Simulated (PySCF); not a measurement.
C4H5Br. Atoms are numbered in the order given.

```xyz
10

C     -3.3974     0.0934    -0.3205
C     -2.2583    -0.8732    -0.2228
C     -1.0121    -0.6125    -0.5357
C      0.2267    -0.3474    -0.8456
Br     1.4741     0.3373     0.4076
H     -3.0667     1.0729    -0.6907
H     -4.1772    -0.2933    -0.9966
H     -3.8689     0.2327     0.6659
H     -2.4883    -1.8845     0.1417
H      0.6532    -0.4958    -1.8407
```
Charge 0, spin multiplicity 1.

Geometry: PBE0-D3(BJ)/def2-SVP.

These are PBE/def2-TZVP run with PySCF values and carry that method's errors.

The molecule is in vacuum.

Computed frontier levels, gap, dipole moment and polarisability:
| Property | Result |
|---|---|
| highest occupied level | -5.97 eV |
| lowest empty level | -1.78 eV |
| orbital gap | 4.19 eV |
| dipole moment | 2.16 D |
| quadrupole, principal values (traceless, Buckingham form, about the centre of nuclear charge) | -3.67, -1.54, 5.21 D·Å |
| mean static polarisability | 75.4 bohr³ (11.18 Å³) |
| polarisability, principal values | 50.3, 55.6, 120.3 bohr³ |
